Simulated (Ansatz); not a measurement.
`C[BH][InH2]` + HI → `[InH2][I]` + `BC` at 700 K and 1 bar (cleavage of the In–B bond).

Program: Ansatz. Geometries: PBE0-D4/def2-TZVP. ΔE: electronic, gas phase. CCSD(T)/CBS is the MP2 limit (def2-TZVPP, def2-QZVPP) plus CCSD(T) − MP2 in def2-TZVPP, frozen cores. This one scheme is used for every species. Elements past krypton have def2 core potentials. For I, In outer-core shells are correlated without core-valence functions, which leaves a few kJ/mol of doubt a bond.

| species | CCSD(T)/CBS energy (Eh) | H − E (kJ/mol) | S (J/(mol·K)) |
| --- | --- | --- | --- |
| `C[BH][InH2]` | -256.21482 | 223.6 | 430.9 |
| HI | -298.03592 | 34.6 | 231.7 |
| `[InH2][I]` | -488.48444 | 71.4 | 349.5 |
| `BC` | -65.83255 | 189.6 | 311.0 |

H − E and S are ideal-gas, rigid-rotor, harmonic terms from PBE0-D4/def2-TZVP, for one conformer and one mirror image of each species. 1 Eh = 2625.50 kJ/mol, R = 8.31446 J/(mol·K).

**Question.** By hand: ΔE, ΔH, ΔS and ΔG.

**Answer.** ΔE = (-488.48444) + (-65.83255) − (-256.21482) − (-298.03592) = -0.06625 Eh = -173.9 kJ/mol. Δ(H − E) = 71.4 + 189.6 − 223.6 − 34.6 = 2.8, so ΔH = -171.1 kJ/mol. ΔS = 349.5 + 311.0 − 430.9 − 231.7 = -2.1 J/(mol·K). ΔG = -171.1 − 700 × (-2.1)/1000 = -169.6 kJ/mol.

**Question.** By hand: the equilibrium constant, and the temperature at which ΔG would vanish if ΔH and ΔS stayed fixed.

**Answer.** log₁₀ K = −ΔG/(RT ln 10) = 12.7. ΔG = 0 at ΔH/ΔS = 81476 K, far beyond where these terms or the molecules hold.

The number of gas molecules stays the same, so ΔS is small and ΔH decides. A doubt of 5 kJ/mol in ΔE shifts log₁₀ K by 0.4 here. Other conformers and mirror images would add mixing entropy, several J/(mol·K) or more a flexible species. These are equilibria of isolated gas molecules and say nothing of rates. Largest T1 diagnostic: 0.014 (customary marks: 0.02 for closed shells, 0.045 for open ones).
